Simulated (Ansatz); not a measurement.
Isolated molecules relaxed with PBE0-D4/def2-TZVP in Ansatz; ΔE leaves out vibrations. CCSD(T)/CBS adds triple-zeta CCSD(T) − MP2 to the extrapolated MP2 energy (def2 sets, frozen cores). This one scheme is used for every species. DFT in def2-TZVPP. One conformer a species, not always the lowest.

Reaction (ligand exchange at the Si–C bond): `FC[SiH2]CF` + CH₃OH → `CO[SiH2]CF` + `CF`

Task: Is it downhill or uphill in electronic energy at CCSD(T)/CBS, and by how much? (Best estimate.)

Result: The calculation gave: Downhill: ΔE = -1.17 eV.

Task: What do these levels give: PBE0-D4, ωB97X-V, B2PLYP, CCSD/def2-TZVPP, CCSD(T)/def2-TZVPP, HF/CBS(def2)? (An estimate is asked.)

Result: Computed: PBE0-D4 -1.08, ωB97X-V -1.15, B2PLYP -1.20, CCSD/def2-TZVPP -1.20, CCSD(T)/def2-TZVPP -1.18, HF/CBS(def2) -1.35 eV.

Largest T1 diagnostic among the species: 0.011.

In def2-TZVPP, CCSD(T) changes the Hartree–Fock value by +0.16 eV (the triples alone add +0.02 eV) and MP2 by +0.11 eV. From PBE to PBE0 (25 % exact exchange), in def2-TZVPP and without D4, ΔE moves by −0.06 eV.
